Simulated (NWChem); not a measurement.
Program: NWChem. System: HBN, charge 0, spin multiplicity 2, at a geometry optimised with UPBE/def2-SVP. The structure started from a generated list of species. Its SCF solution wasn't tested for a lower state. Level: ROCCSD(T)/def2-TZVP, 2 core orbitals frozen.

The NWChem input:

```
start mol
memory heap 100 mb stack 700 mb global 1900 mb
geometry units angstroms nocenter noautoz
  B      0.000000     0.000000    -0.620063
  N      0.000000     0.000000     0.702148
  H      0.000000     0.000000    -1.814720
  symmetry group C2v
end
basis spherical
  * library def2-tzvp
end
scf
  rohf
  nopen 1
  maxiter 100
  thresh 1e-7
  semidirect memsize 60000000 filesize 0
  # guess.movecs holds the orbitals of an unrestricted PBE0 run
  vectors input guess.movecs swap 5 7 output mol.movecs
end
tce
  freeze core 2
  ccsd(t)
  2eorb
  2emet 13
  thresh 1e-6
  maxiter 100
  tilesize 24
end
task tce energy
```

NWChem printed:

```
             Northwest Computational Chemistry Package (NWChem) 7.3.0
             --------------------------------------------------------

                                NWChem Input Module
                                -------------------

 Scaling coordinates for geometry "geometry" by  1.889725989
 (inverse scale =  0.529177249)

 Turning off AUTOSYM since
 SYMMETRY directive was detected!

                             Geometry "geometry" -> ""
                             -------------------------

 Output coordinates in angstroms (scale by  1.889725989 to convert to a.u.)

  No.       Tag          Charge          X              Y              Z
 ---- ---------------- ---------- -------------- -------------- --------------
    1 B                    5.0000     0.00000000     0.00000000    -0.62006300
    2 N                    7.0000     0.00000000     0.00000000     0.70214800
    3 H                    1.0000     0.00000000     0.00000000    -1.81472000

 Effective nuclear repulsion energy (a.u.)      17.6942844005

            Nuclear Dipole moment (a.u.)
            ----------------------------
        X                 Y               Z
 ---------------- ---------------- ----------------
     0.0000000000     0.0000000000     0.0000018897

      Symmetry information
      --------------------

 Group name             C2v
 Group number             16
 Group order               4
 No. of unique centers     3

      Symmetry unique atoms

     1    2    3


 Summary of "ao basis" -> "" (spherical)
 ------------------------------------------------------------------------------
       Tag                 Description            Shells   Functions and Types
 ---------------- ------------------------------  ------  ---------------------
 *                         def2-tzvp                  on all atoms

 Summary of "ao basis" -> "ao basis" (spherical)
 ------------------------------------------------------------------------------
       Tag                 Description            Shells   Functions and Types
 ---------------- ------------------------------  ------  ---------------------
 B                         def2-tzvp                11       31   5s3p2d1f
 N                         def2-tzvp                11       31   5s3p2d1f
 H                         def2-tzvp                 4        6   3s1p

                                 NWChem SCF Module
                                 -----------------

  ao basis        = "ao basis"
  functions       =    68
  atoms           =     3
  closed shells   =     6
  open shells     =     1
  charge          =   0.00
  wavefunction    = ROHF
  use symmetry    = T
  symmetry adapt  = T

 Summary of "ao basis" -> "ao basis" (spherical)
 ------------------------------------------------------------------------------
       Tag                 Description            Shells   Functions and Types
 ---------------- ------------------------------  ------  ---------------------
 B                         def2-tzvp                11       31   5s3p2d1f
 N                         def2-tzvp                11       31   5s3p2d1f
 H                         def2-tzvp                 4        6   3s1p

      Symmetry analysis of basis
      --------------------------

        a1         32
        a2          6
        b1         15
        b2         15

 Forming initial guess at       0.1s

 Swapping ROHF orbitals     5    7

      Symmetry analysis of molecular orbitals - initial
      -------------------------------------------------

  Numbering of irreducible representations:

     1 a1          2 a2          3 b1          4 b2

  Orbital symmetries:

     1 a1          2 a1          3 a1          4 a1          5 b2
     6 a1          7 b1          8 b1          9 b2         10 a1
    11 a1         12 b1         13 b2         14 a1         15 a1
    16 a1         17 a2

 Starting SCF solution at       0.1s

 ----------------------------------------------
         Quadratically convergent ROHF

 Convergence threshold     :          1.000E-07
 Maximum no. of iterations :          100
 Final Fock-matrix accuracy:          1.000E-09
 ----------------------------------------------

              iter       energy          gnorm     gmax       time
             ----- ------------------- --------- --------- --------
                 1      -79.6451437072  5.86D-01  1.79D-01      0.5
                 2      -79.6568745106  8.72D-02  2.12D-02      0.6
                 3      -79.6576234150  3.88D-03  1.78D-03      0.6
                 4      -79.6576358676  3.42D-05  1.10D-05      0.8
                 5      -79.6576358680  8.55D-09  2.74D-09      0.9

       Final ROHF results
       ------------------

         Total SCF energy =    -79.657635868036
      One-electron energy =   -142.391302929315
      Two-electron energy =     45.039382660747
 Nuclear repulsion energy =     17.694284400532

        Time for solution =      0.9s

       Symmetry analysis of molecular orbitals - final
       -----------------------------------------------

  Numbering of irreducible representations:

     1 a1          2 a2          3 b1          4 b2

  Orbital symmetries:

     1 a1          2 a1          3 a1          4 a1          5 a1
     6 b2          7 b1          8 b2          9 b1         10 a1
    11 a1         12 b2         13 b1         14 a1         15 a1
    16 a1         17 a2

             Final eigenvalues
             -----------------

              1
    1  -15.5779
    2   -7.6632
    3   -1.0691
    4   -0.6598
    5   -0.5162
    6   -0.4217
    7   -0.2160
    8    0.1109
    9    0.1122
   10    0.1181
   11    0.1427
   12    0.2590
   13    0.2641
   14    0.2645
   15    0.4588
   16    0.4778
   17    0.5246

                       ROHF Final Molecular Orbital Analysis
                       -------------------------------------

 Vector    5  Occ=2.000000D+00  E=-5.161693D-01  Symmetry=a1
              MO Center= -3.9D-15, -5.2D-16,  7.1D-01, r^2= 1.1D+00
   Bfn.  Coefficient  Atom+Function         Bfn.  Coefficient  Atom+Function
  ----- ------------  ---------------      ----- ------------  ---------------
    39      0.375560  2 N  pz                42      0.300177  2 N  pz
    35      0.275063  2 N  s                 36      0.262056  2 N  s
     8     -0.230162  1 B  pz                11     -0.174646  1 B  pz
     4     -0.157920  1 B  s

 Vector    6  Occ=2.000000D+00  E=-4.216679D-01  Symmetry=b2
              MO Center= -4.8D-16, -1.1D-15,  3.2D-01, r^2= 1.2D+00
   Bfn.  Coefficient  Atom+Function         Bfn.  Coefficient  Atom+Function
  ----- ------------  ---------------      ----- ------------  ---------------
    38      0.347249  2 N  py                41      0.323876  2 N  py
     7      0.223359  1 B  py                44      0.209966  2 N  py
    10      0.201342  1 B  py

 Vector    7  Occ=1.000000D+00  E=-2.159504D-01  Symmetry=b1
              MO Center= -1.6D-14,  5.1D-16,  4.2D-01, r^2= 1.1D+00
   Bfn.  Coefficient  Atom+Function         Bfn.  Coefficient  Atom+Function
  ----- ------------  ---------------      ----- ------------  ---------------
    37      0.381758  2 N  px                40      0.366249  2 N  px
    43      0.202968  2 N  px                 6      0.186063  1 B  px
     9      0.165341  1 B  px

 Vector    8  Occ=0.000000D+00  E= 1.109003D-01  Symmetry=b2
              MO Center= -1.0D-15,  1.3D-14, -7.5D-01, r^2= 4.7D+00
   Bfn.  Coefficient  Atom+Function         Bfn.  Coefficient  Atom+Function
  ----- ------------  ---------------      ----- ------------  ---------------
    13      1.003497  1 B  py                44     -0.517310  2 N  py
    38     -0.215922  2 N  py                 7      0.167908  1 B  py

 Vector    9  Occ=0.000000D+00  E= 1.122228D-01  Symmetry=b1
              MO Center=  1.4D-14, -1.6D-16, -8.5D-01, r^2= 4.9D+00
   Bfn.  Coefficient  Atom+Function         Bfn.  Coefficient  Atom+Function
  ----- ------------  ---------------      ----- ------------  ---------------
    12      1.063053  1 B  px                43     -0.503023  2 N  px
    37     -0.173727  2 N  px                 6      0.162155  1 B  px

 Vector   10  Occ=0.000000D+00  E= 1.180531D-01  Symmetry=a1
              MO Center= -5.7D-15,  8.2D-15, -6.9D-01, r^2= 6.6D+00
   Bfn.  Coefficient  Atom+Function         Bfn.  Coefficient  Atom+Function
  ----- ------------  ---------------      ----- ------------  ---------------
     5      2.894237  1 B  s                 36     -1.403759  2 N  s
    65     -1.368211  3 H  s                 11      0.535516  1 B  pz
    45      0.451118  2 N  pz                14     -0.346794  1 B  pz
    22      0.218292  1 B  d  0              35     -0.151985  2 N  s

 center of mass
 --------------
 x =   0.00000000 y =   0.00000000 z =   0.08546851

 moments of inertia (a.u.)
 ------------------
          51.431431152927           0.000000000000           0.000000000000
           0.000000000000          51.431431152927           0.000000000000
           0.000000000000           0.000000000000           0.000000000000

  Mulliken analysis of the total density
  --------------------------------------

    Atom       Charge   Shell Charges
 -----------   ------   -------------------------------------------------------
    1 B    5     4.89   0.92  1.06  0.53  0.52  0.03  0.85  0.73  0.12  0.05  0.06  0.02
    2 N    7     7.21   0.82  1.15  0.60  0.88  0.29  1.31  1.45  0.66  0.00  0.03  0.00
    3 H    1     0.89   0.24  0.49  0.15  0.01

 Mulliken analysis of the open-shell density
 -------------------------------------------

    Atom       Charge   Shell Charges
 -----------   ------   -------------------------------------------------------
    1 B    5     0.24   0.00  0.00 -0.00  0.00  0.00  0.09  0.10  0.02  0.01  0.02  0.00
    2 N    7     0.76   0.00 -0.00  0.00  0.00 -0.00  0.27  0.33  0.15  0.00  0.01  0.00
    3 H    1     0.00  -0.00 -0.00  0.00  0.00

       Multipole analysis of the density wrt the origin
       ------------------------------------------------

     L   x y z        total         open         nuclear
     -   - - -        -----         ----         -------
     0   0 0 0     -0.000000     -1.000000     13.000000

     1   1 0 0     -0.000000      0.000000      0.000000
     1   0 1 0      0.000000     -0.000000      0.000000
     1   0 0 1     -1.310249     -0.787656      0.000002

     2   2 0 0     -7.947811     -1.966114      0.000000
     2   1 1 0      0.000000      0.000000      0.000000
     2   1 0 1      0.000000      0.000000      0.000000
     2   0 2 0     -9.577432     -0.646654      0.000000
     2   0 1 1     -0.000000      0.000000      0.000000
     2   0 0 2     -9.223235     -1.830428     30.949279

                   NWChem Extensible Many-Electron Theory Module
                   ---------------------------------------------


            General Information
            -------------------
      Number of processors :     1
         Wavefunction type : Restricted open-shell Hartree-Fock
          No. of electrons :    13
           Alpha electrons :     7
            Beta electrons :     6
           No. of orbitals :   136
            Alpha orbitals :    68
             Beta orbitals :    68
        Alpha frozen cores :     2
         Beta frozen cores :     2
     Alpha frozen virtuals :     0
      Beta frozen virtuals :     0
         Spin multiplicity : doublet
    Number of AO functions :    68
       Number of AO shells :    26
        Use of symmetry is : on
      Symmetry adaption is : on
         Schwarz screening : 0.10D-09

          Correlation Information
          -----------------------
          Calculation type : Coupled-cluster singles & doubles w/ perturbation
   Perturbative correction : (T)
            Max iterations :      100
        Residual threshold : 0.10D-05
     T(0) DIIS level shift : 0.00D+00
     L(0) DIIS level shift : 0.00D+00
     T(1) DIIS level shift : 0.00D+00
     L(1) DIIS level shift : 0.00D+00
     T(R) DIIS level shift : 0.00D+00
     T(I) DIIS level shift : 0.00D+00
   CC-T/L Amplitude update :  5-th order DIIS
                I/O scheme : Global Array Library
        L-threshold :  0.10D-05
        EOM-threshold :  0.10D-05
 no EOMCCSD initial starts read in
 TCE RESTART OPTIONS
 SLICE:      F
 D4D5:       F
 quantumc:   F
 qrotation:  F
 pwtce:      F
 qducc:      F
 nacto:                         0
 nrotv:                         0
 nrot:                          0

            Memory Information
            ------------------
          Available GA space size is     249027552 doubles
          Available MA space size is     104853668 doubles

 Maximum block size supplied by input
 Maximum block size        24 doubles

 tile_dim =     14

 -------------------------------------------------

 Global array virtual files algorithm will be used

 Parallel file system coherency ......... OK

 4-electron integrals stored in orbital form

 v2    file size   =          1171026
 4-index algorithm nr.  13 is used
 imaxsize =       30
 imaxsize ichop =        0


CCSD iterations
 ---------------------------------------------------------
 Iter          Residuum       Correlation     Cpu    Wall
 ---------------------------------------------------------
    1   0.1412524282843  -0.2584402737336     0.3     0.3
    2   0.0362807650313  -0.2641058940530     0.3     0.3
    3   0.0140791670313  -0.2700297301388     0.3     0.3
    4   0.0063982281710  -0.2708741706389     0.2     0.2
    5   0.0032591733613  -0.2714281889790     0.3     0.3
    6   0.0016301070334  -0.2717143793392     0.3     0.3
    7   0.0009451927717  -0.2718089475435     0.3     0.3
    8   0.0006226193225  -0.2717836177623     0.3     0.3
    9   0.0004666245326  -0.2718114449705     0.2     0.2
   10   0.0003204367571  -0.2718016676607     0.3     0.3
   11   0.0000730208459  -0.2718194589742     0.3     0.3
   12   0.0000388083999  -0.2718201015789     0.3     0.3
   13   0.0000249021576  -0.2718197876935     0.3     0.3
   14   0.0000163628290  -0.2718198334297     0.2     0.2
   15   0.0000111459593  -0.2718195279361     0.3     0.3
   16   0.0000037924532  -0.2718191288605     0.3     0.3
   17   0.0000018514082  -0.2718194788221     0.3     0.3
   18   0.0000012303936  -0.2718194714227     0.2     0.2
   19   0.0000008005626  -0.2718195397428     0.2     0.2
 -----------------------------------------------------------------
 Iterations converged
 CCSD correlation energy / hartree =        -0.271819539742758
 CCSD total energy / hartree       =       -79.929455407778747

 Singles contributions

 Doubles contributions
 CCSD(T)
 Using plain CCSD(T) code
             total no. of tasks          654
 total no. of tasks / no. procs          654
                         wl_min           14           1.6
                         wl_max        74088           6.5
        thresh for no. of tasks          654

 CCSD[T]  correction energy / hartree =        -0.013091027304645
 CCSD[T] correlation energy / hartree =        -0.284910567047403
 CCSD[T] total energy / hartree       =       -79.942546435083386
 CCSD(T)  correction energy / hartree =        -0.012369603346821
 CCSD(T) correlation energy / hartree =        -0.284189143089579
 CCSD(T) total energy / hartree       =       -79.941825011125573

 Task  times  cpu:       14.3s     wall:       14.3s

 Total times  cpu:       14.3s     wall:       14.3s
```
